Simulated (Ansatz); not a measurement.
Basis-set series for F$_{2}$H$_{4}$OSiSn, SMILES `[OH][Sn]([F])([F])[SiH3]`. The species carries charge 0 and has multiplicity 1. Sn: def2 effective core potential. The geometry is a stationary point of PBE0-D4/def2-TZVP. It is one conformer, not always the lowest.

```json
{"functional": "PBE0-D4", "basis": "def2-TZVPP", "functions": "241", "energy (Eh)": "-780.95369", "HOMO (eV)": "-9.30", "LUMO (eV)": "-1.56"}
{"functional": "PBE0-D4", "basis": "def2-QZVPP", "functions": "443", "energy (Eh)": "-780.98294", "HOMO (eV)": "-9.31", "LUMO (eV)": "-1.64"}
{"functional": "ωB97M-V", "basis": "def2-TZVPP", "functions": "241", "energy (Eh)": "-781.19300", "HOMO (eV)": "-11.39", "LUMO (eV)": "0.33"}
{"functional": "ωB97M-V", "basis": "def2-QZVPP", "functions": "443", "energy (Eh)": "-781.22069", "HOMO (eV)": "-11.41", "LUMO (eV)": "0.09"}
```

Give the rows for def2-SVP. (An estimate is asked.)

Computed: 
| functional | basis | functions | energy (Eh) | HOMO (eV) | LUMO (eV) |
| --- | --- | --- | --- | --- | --- |
| PBE0-D4 | def2-SVP | 106 | -780.47780 | -9.06 | -1.33 |
| ωB97M-V | def2-SVP | 106 | -780.70763 | -11.25 | 0.67 |

Positive LUMOs are unbound and depend on the basis.
